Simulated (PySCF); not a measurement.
C4H9BrZn, SMILES C[C](C)(C)[Zn][Br], GFN2-xTB optimised geometry.

```
15

Zn    -1.18     0.06     0.00
Br    -2.67     1.91     0.00
C      0.89     0.06     0.00
C      1.59    -1.29     0.07
C      1.27     0.79    -1.28
C      1.25     0.91     1.21
H      2.67    -1.13     0.07
H      1.34    -1.91    -0.78
H      1.32    -1.83     0.98
H      1.06     0.19    -2.16
H      0.74     1.74    -1.37
H      2.34     1.01    -1.27
H      0.72     1.87     1.20
H      1.03     0.40     2.14
H      2.32     1.14     1.20
```

Density from PBE0/def2-TZVP (PySCF) at that geometry.

Minimum of the electron density along straight lines between bonded atoms, close to the bond critical point (lines longer than 1.1 times the sum of covalent radii, or with two minima, are not listed):

```csv
bond,length / Å,ρ at the minimum / e bohr⁻³,∇²ρ there / e bohr⁻⁵,position (fraction from the first atom)
Zn1–Br2,2.378,(withheld),(withheld),0.44
Zn1–C3,2.063,(withheld),0.15,0.49
C3–C4,1.521,0.249,-0.62,0.50
C3–C5,1.524,0.247,-0.61,0.50
C3–C6,1.524,0.247,-0.60,0.50
C4–H7,1.092,0.275,-0.93,0.64
C4–H8,1.087,0.280,-0.96,0.64
C4–H9,1.087,0.280,-0.96,0.64
C5–H10,1.089,0.278,-0.95,0.64
C5–H11,1.092,0.278,-0.95,0.64
C5–H12,1.092,0.275,-0.93,0.64
C6–H13,1.092,0.278,-0.95,0.64
C6–H14,1.090,0.278,-0.95,0.64
C6–H15,1.092,0.275,-0.93,0.64
```

Problem. Complete the blanks.

Solution. 
- Zn1–Br2, ρ at the minimum / e bohr⁻³: 0.067
- Zn1–Br2, ∇²ρ there / e bohr⁻⁵: 0.17
- Zn1–C3, ρ at the minimum / e bohr⁻³: 0.091
